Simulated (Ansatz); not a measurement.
`CC([SiH3])[SeH]` + PH₃ → `P[SeH]` + `CC[SiH3]` at 600 K and 1 bar (ligand exchange at the Se–C bond).

Isolated molecules relaxed with PBE0-D4/def2-TZVP in Ansatz; ΔE leaves out vibrations. CBS: MP2 limit from def2 TZ/QZ plus the TZ coupled-cluster correction, frozen cores. This one scheme is used for every species. For Se outer-core shells are correlated without core-valence functions, which leaves a few kJ/mol of doubt a bond. Scalar relativity is left out up to krypton. Each species was taken in one conformer, which may not be the lowest.

| species | CCSD(T)/CBS energy (Eh) | H − E (kJ/mol) | S (J/(mol·K)) |
| --- | --- | --- | --- |
| `CC([SiH3])[SeH]` | -2770.69636 | 296.3 | 448.5 |
| PH₃ | -342.72256 | 86.3 | 240.2 |
| `P[SeH]` | -2743.44381 | 100.9 | 326.5 |
| `CC[SiH3]` | -369.99568 | 287.7 | 377.1 |

H − E and S are ideal-gas, rigid-rotor, harmonic terms from PBE0-D4/def2-TZVP, for one conformer and one mirror image of each species. 1 Eh = 2625.50 kJ/mol, R = 8.31446 J/(mol·K).

Q: By hand: ΔE, ΔH, ΔS and ΔG.

A: ΔE = (-2743.44381) + (-369.99568) − (-2770.69636) − (-342.72256) = -0.02057 Eh = -54.0 kJ/mol. Δ(H − E) = 100.9 + 287.7 − 296.3 − 86.3 = 6.0, so ΔH = -48.0 kJ/mol. ΔS = 326.5 + 377.1 − 448.5 − 240.2 = 14.9 J/(mol·K). ΔG = -48.0 − 600 × (14.9)/1000 = -56.9 kJ/mol.

Q: By hand: the equilibrium constant, and the temperature at which ΔG would vanish if ΔH and ΔS stayed fixed.

A: log₁₀ K = −ΔG/(RT ln 10) = 5.0. ΔH and −TΔS have one sign here, so there is no such temperature.

The number of gas molecules stays the same, so ΔS is small and ΔH decides. A doubt of 5 kJ/mol in ΔE shifts log₁₀ K by 0.4 here. Other conformers and mirror images would add mixing entropy, several J/(mol·K) or more a flexible species. These are equilibria of isolated gas molecules and say nothing of rates. Largest T1 diagnostic: 0.013 (customary marks: 0.02 for closed shells, 0.045 for open ones).
